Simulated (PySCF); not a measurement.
C2H7BOS. Atoms are numbered in the order given.

```xyz
12

B     -0.8022     0.4005     0.0000
H     -1.9253     0.8495     0.0000
O      0.2902     1.1937     0.0000
C      0.2204     2.6056     0.0000
H     -0.8230     2.9627     0.0000
H      0.7332     2.9969    -0.8933
H      0.7332     2.9969     0.8933
S     -0.6324    -1.3925     0.0000
C      1.1869    -1.6157     0.0000
H      1.6320    -1.1607     0.8948
H      1.3828    -2.6960     0.0000
H      1.6320    -1.1607    -0.8948
```

Coordinates come from a B3LYP-D3(BJ)/def2-SVP optimisation. The structure was generated by enumeration, and PubChem lists no compound with its InChIKey, so it may never have been made. Other conformers were not sampled.

Vertical ionisation energy (IE) and electron affinity (EA) in eV. Rows of orbital energies are one-electron estimates. Where ΔSCF, EOM or ADC give a negative EA the extra electron is unbound and the value depends on the basis.

```
level                                           IE    EA
--------------------------------------------  ----  ----
−ε(HOMO), −ε(LUMO), M06-2X/def2-TZVP (PySCF)   ___   ___
−ε(HOMO), −ε(LUMO), PBE/def2-TZVP (PySCF)     5.83  0.82
```

### Question
Some entries are withheld; supply them. (The exact figures need the calculation; the answer reports its results.)

### Answer

- −ε(HOMO), −ε(LUMO), M06-2X/def2-TZVP (PySCF), IE: 8.15
- −ε(HOMO), −ε(LUMO), M06-2X/def2-TZVP (PySCF), EA: -0.91
